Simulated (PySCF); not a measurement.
C₆H₆OS.
Atom-mapped SMILES: `[CH:1]#[C:2][C@@H:3]1[CH2:4][C:5](=[O:6])[CH2:7][S:8]1` (hydrogens: H9 on C1; H10 on C3; H11, H12 on C4; H13, H14 on C7)

Structure optimised with GFN2-xTB, isolated species.

(1) Give the optimised bond lengths and angles.

Answers

(1) 
| bond | length (pm) |
| --- | --- |
| C1≡C2 | 119.7 |
| C2–C3 | 144.3 |
| C3–C4 | 152.3 |
| C4–C5 | 151.4 |
| C5=O6 | 119.9 |
| C5–C7 | 151.6 |
| C7–S8 | 181.0 |
| C3–S8 | 185.0 |
| C1–H9 | 104.9 |
| C3–H10 | 109.1 |
| C4–H11 | 109.4 |
| C4–H12 | 109.1 |
| C7–H13 | 109.3 |
| C7–H14 | 108.9 |

A selection of angles:
| angle | degrees |
| --- | --- |
| C2–C1–H9 | 178.1 |
| C1–C2–C3 | 176.6 |
| C2–C3–C4 | 112.2 |
| C2–C3–S8 | 109.9 |
| C2–C3–H10 | 110.5 |
| C4–C3–S8 | 104.1 |
| C4–C3–H10 | 113.1 |
| S8–C3–H10 | 106.7 |
| C3–C4–C5 | 108.5 |
| C3–C4–H11 | 110.1 |
| C3–C4–H12 | 112.5 |
| C5–C4–H11 | 106.8 |
| C5–C4–H12 | 110.4 |
| H11–C4–H12 | 108.4 |
| C4–C5–O6 | 125.2 |
| C4–C5–C7 | 111.6 |
| O6–C5–C7 | 123.2 |
| C5–C7–S8 | 108.4 |
| C5–C7–H13 | 109.2 |
| C5–C7–H14 | 111.1 |
| S8–C7–H13 | 109.8 |
| S8–C7–H14 | 109.8 |
| H13–C7–H14 | 108.6 |
| C3–S8–C7 | 91.1 |

Dihedral angles: C2–C3–C4–C5 -80° (synclinal); C3–C4–C5–O6 158° (antiperiplanar); C4–C5–C7–S8 -6° (synperiplanar); C5–C7–S8–C3 25° (synperiplanar); C2–C3–S8–C7 83° (synclinal).

The 5-membered ring C3–C4–C5–C7–S8 has internal angles of 91.1° to 111.6° (sum 524°, against 540° for a flat polygon); it is puckered, 0.20 Å rms from its mean plane, widest ring torsion 39°. S8 (sulfide sulfur) is bent (angle 91.1°). The 2 C–S bonds span 1.810 Å (C7–S8, drawn single) to 1.850 Å (C3–S8, drawn single), a spread of 0.040 Å. The C–C distances run from 1.197 Å (C1≡C2, drawn triple) to 1.523 Å (C3–C4, drawn single), a spread of 0.326 Å.

Point group: C1 (no symmetry element, even within 0.4 Å). Stationary, but not proved a minimum. The numbers are those of one conformer.

The numbers are calculated, not measured.
